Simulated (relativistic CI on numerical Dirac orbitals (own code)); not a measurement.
Input to a radial Dirac CI calculation:

```
atom Se  Z=34  charge=32  electrons=2
nucleus A=80  rms_radius_fm=4.1400
hamiltonian dirac-coulomb  breit=on  qed=on  c_scale=1
orbitals kli  potential=per-configuration
slater_scale 0.9
correlation none
mixing on
configurations
  1s2
  1s 2p
  1p 2p
  1s 1p
end
```

**Question.** How did the run end?

**Answer.** The self-consistent field of one configuration failed: SCF of 1p 2p ended with code -1.
